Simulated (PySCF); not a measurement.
```xyz
4

Cl    -1.0569    -1.8466    -0.0433
Ga     0.0023     0.0001     0.0009
Cl    -1.0670     1.8414     0.0166
Cl     2.1314     0.0055     0.0285
```

Charge 0, multiplicity 1.

### Question
Give the Mulliken and meta-Löwdin atomic charges from PBE-D3(BJ)/def2-TZVP (PySCF).

### Answer

```tsv
atom	Mulliken (e)	meta-Löwdin (e)
Cl1	-0.19	-0.22
Ga2	0.56	0.66
Cl3	-0.19	-0.22
Cl4	-0.19	-0.22
```
